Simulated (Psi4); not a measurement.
C$_{3}$H$_{7}$O, doublet, at a GFN2-xTB geometry; HF/def2-SV(P) run with Psi4.

Psi4 was given this input:
```
memory 2 GB

molecule {
0 2
C     1.26825508   -0.68696850    0.05427580
C     0.07085415    0.06768755   -0.35576841
C    -1.22038065   -0.70514127    0.01571359
O     0.03577551    1.37753649    0.16253306
H     1.92379626   -0.30713910    0.81296565
H     1.47618939   -1.64038176   -0.38728526
H     0.06139987    0.20309353   -1.44914062
H    -2.08807624   -0.12715673   -0.29130831
H    -1.26236100   -0.86377771    1.09159501
H    -1.23494149   -1.66895370   -0.48360641
H     0.12541777    1.33055682    1.12118969
}

set {
  basis def2-sv(p)
  reference uhf
  scf_type direct
}

energy('scf')
print_variables()
```

Q: Write the output that Psi4 gives for this input, abridged.

A: 
```
   => Loading Basis Set <=

    Name: DEF2-SV(P)
    Role: ORBITAL
    Keyword: BASIS

         ---------------------------------------------------------
                                   SCF
               by Justin Turney, Rob Parrish, Andy Simmonett
                          and Daniel G. A. Smith
                              UHF Reference
         ---------------------------------------------------------

  ==> Geometry <==

    Molecular point group: c1
    Full point group: C1

    Geometry (in Angstrom), charge = 0, multiplicity = 2:

       Center              X                  Y                   Z               Mass
    ------------   -----------------  -----------------  -----------------  -----------------
         C            1.251479719020    -0.738496306503     0.061252861249    12.000000000000
         C            0.054078789020     0.016159743497    -0.348791348751    12.000000000000
         C           -1.237156010980    -0.756669076503     0.022690651249    12.000000000000
         O            0.019000149020     1.326008683497     0.169510121249    15.994914619570
         H            1.907020899020    -0.358666906503     0.819942711249     1.007825032230
         H            1.459414029020    -1.691909566503    -0.380308198751     1.007825032230
         H            0.044624509020     0.151565723497    -1.442163558751     1.007825032230
         H           -2.104851600980    -0.178684536503    -0.284331248751     1.007825032230
         H           -1.279136360980    -0.915305516503     1.098572071249     1.007825032230
         H           -1.251716850980    -1.720481506503    -0.476629348751     1.007825032230
         H            0.108642409020     1.279029013497     1.128166751249     1.007825032230

  Running in c1 symmetry.

  Rotational constants: A =      0.29836  B =      0.28447  C =      0.16648 [cm^-1]
  Rotational constants: A =   8944.52496  B =   8528.34014  C =   4991.06089 [MHz]
  Nuclear repulsion =  127.005161251139143

  Charge       = 0
  Multiplicity = 2
  Electrons    = 33
  Nalpha       = 17
  Nbeta        = 16

  ==> Algorithm <==

  SCF Algorithm Type is DIRECT.
  DIIS enabled.
  MOM disabled.
  Fractional occupation disabled.
  Guess Type is SAD.
  Energy threshold   = 1.00e-06
  Density threshold  = 1.00e-06
  Integral threshold = 1.00e-12

  ==> Primary Basis <==

  Basis Set: DEF2-SV(P)
    Blend: DEF2-SV(P)
    Number of shells: 38
    Number of basis functions: 70
    Number of Cartesian functions: 74
    Spherical Harmonics?: true
    Max angular momentum: 2

   => Loading Basis Set <=

    Name: (DEF2-SV(P) AUX)
    Role: JKFIT
    Keyword: DF_BASIS_SCF

  Starting with a DF guess...

  ==> Integral Setup <==

  SCF_SUBTYPE=INCORE selected. In-core MEM_DF algorithm will be used.
  Using in-core AOs.

  ==> MemDFJK: Density-Fitted J/K Matrices <==

    J tasked:                   Yes
    K tasked:                   Yes
    wK tasked:                   No
    Algorithm:                 Core
    Schwarz Cutoff:           1E-12
    Mask sparsity (%):       0.1224
    Fitting Condition:        1E-10

   => Auxiliary Basis Set <=

  Basis Set: (DEF2-SV(P) AUX)
    Blend: DEF2-UNIVERSAL-JKFIT
    Number of shells: 142
    Number of basis functions: 428
    Number of Cartesian functions: 500
    Spherical Harmonics?: true
    Max angular momentum: 4

  Minimum eigenvalue in the overlap matrix is 2.7237852304E-03.
  Reciprocal condition number of the overlap matrix is 4.5438946489E-04.
    Using symmetric orthogonalization.

  ==> Pre-Iterations <==

  SCF Guess: Superposition of Atomic Densities via on-the-fly atomic UHF (no occupation information).

   -------------------------
    Irrep   Nso     Nmo
   -------------------------
     A         70      70
   -------------------------
    Total      70      70
   -------------------------

  ==> Iterations <==

                           Total Energy        Delta E     RMS |[F,P]|

   @DF-UHF iter SAD:  -191.55659612521038   -1.91557e+02   0.00000e+00
   @DF-UHF iter   1:  -192.17721347690147   -6.20617e-01   6.51324e-03 DIIS/ADIIS
   @DF-UHF iter   2:  -192.29181947534079   -1.14606e-01   2.93562e-03 DIIS/ADIIS
   @DF-UHF iter   3:  -192.31083107112113   -1.90116e-02   7.58287e-04 DIIS/ADIIS
   @DF-UHF iter   4:  -192.31355560416429   -2.72453e-03   2.70123e-04 DIIS/ADIIS
   @DF-UHF iter   5:  -192.31389623705999   -3.40633e-04   1.04464e-04 DIIS/ADIIS
   @DF-UHF iter   6:  -192.31398302423105   -8.67872e-05   4.34825e-05 DIIS
   @DF-UHF iter   7:  -192.31399809082157   -1.50666e-05   1.77508e-05 DIIS
   @DF-UHF iter   8:  -192.31400068444390   -2.59362e-06   6.33059e-06 DIIS
   @DF-UHF iter   9:  -192.31400103887114   -3.54427e-07   1.95034e-06 DIIS
   @DF-UHF iter  10:  -192.31400107087410   -3.20030e-08   6.41862e-07 DIIS

  DF guess converged.

  ==> DirectJK: Integral-Direct J/K Matrices <==

    J tasked:                  Yes
    K tasked:                  Yes
    wK tasked:                  No
    Integrals threads:           1
    Screening Type:           CSAM
    Screening Cutoff:        1E-12
    Incremental Fock:           No

   @UHF iter  11:  -192.31410242354278   -1.92314e+02   3.06907e-06 DIIS
   @UHF iter  12:  -192.31410244093104   -1.73883e-08   5.44532e-07 DIIS
  Energy and wave function converged.

  ==> Post-Iterations <==

   @Spin Contamination Metric:   1.244987971E-02
   @S^2 Expected:                7.500000000E-01
   @S^2 Observed:                7.624498797E-01
   @S   Expected:                5.000000000E-01
   @S   Observed:                5.000000000E-01

    Orbital Energies [Eh]
    ---------------------

    Alpha Occupied:

[...]
    Alpha Virtual:

[...]
    Beta Occupied:

[...]
      16A     -0.440644

    Beta Virtual:

[...]
    Final Occupation by Irrep:
              A
    DOCC [    16 ]
    SOCC [     1 ]
    NA   [    17 ]
    NB   [    16 ]

  @UHF Final Energy:  -192.31410244093104

   => Energetics <=

    Nuclear Repulsion Energy =            127.0051612511391426
    One-Electron Energy =                -512.5523512914162438
    Two-Electron Energy =                 193.2330875993460495
    Total Energy =                       -192.3141024409310376

  UHF NO Occupations:
  HONO-2 :   15  A 1.9990765
  HONO-1 :   16  A 1.9962597
  HONO-0 :   17  A 1.0000000
  LUNO+0 :   18  A 0.0037403
  LUNO+1 :   19  A 0.0009235
  LUNO+2 :   20  A 0.0008196
  LUNO+3 :   21  A 0.0006239

Computation Completed

Properties will be evaluated at   0.000000,   0.000000,   0.000000 [a0]

Properties computed using the SCF density matrix

 Multipole Moments:

 ------------------------------------------------------------------------------------
     Multipole            Electronic (a.u.)      Nuclear  (a.u.)        Total (a.u.)
 ------------------------------------------------------------------------------------

 L = 1.  Multiply by 2.5417464519 to convert [e a0] to [Debye]
 Dipole X            :          1.1022051           -1.0461274            0.0560776
 Dipole Y            :          2.6017976           -3.2133237           -0.6115261
 Dipole Z            :         -0.0554145            0.4350965            0.3796819
 Magnitude           :                                                    0.7219884

 ------------------------------------------------------------------------------------

  Variable Map:
  ----------------------------------------------------------------------------
[...]
  Array Variable Map:
  ----------------------------------------------------------------------------
[...]
[...]
```
